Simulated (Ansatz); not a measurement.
H5NSi2, SMILES `N[SiH]=[SiH2]` (charge 0, multiplicity 1).

Cartesian coordinates (Å):
```xyz
8

N      1.5565    -0.4165     0.3018
Si     0.2043     0.2242    -0.4867
Si    -1.8132     0.5874     0.3756
H      2.5071    -0.2101     0.0450
H      1.4860    -1.0252     1.1002
H      0.7664     1.0414    -1.5984
H     -2.0834    -0.6735     1.1457
H     -2.6237     0.4723    -0.8832
```
Charge 0, multiplicity 1.

Frozen-core energies in 6-31g from Ansatz (a program for electronic structure) at a geometry from PBE0-D3(BJ)/def2-TZVP; the HF reference has <S^2> = 0.00 (restricted, and unstable towards unrestricted orbitals) and the T1 diagnostic is 0.023.

```json
[
 {"level": "HF", "energy (Ha)": "-635.04996", "difference from CCSDT(Q) (mHa)": "265.03"},
 {"level": "MP2", "energy (Ha)": "-635.27024", "difference from CCSDT(Q) (mHa)": "44.75"},
 {"level": "CCSD", "energy (Ha)": "-635.30636", "difference from CCSDT(Q) (mHa)": "8.63"},
 {"level": "CCSD(T)", "energy (Ha)": "-635.31315", "difference from CCSDT(Q) (mHa)": "1.84"},
 {"level": "CCSDT", "energy (Ha)": "-635.31415", "difference from CCSDT(Q) (mHa)": "0.84"},
 {"level": "CCSDT(Q)", "energy (Ha)": "-635.31499", "difference from CCSDT(Q) (mHa)": "0.00"}
]
```
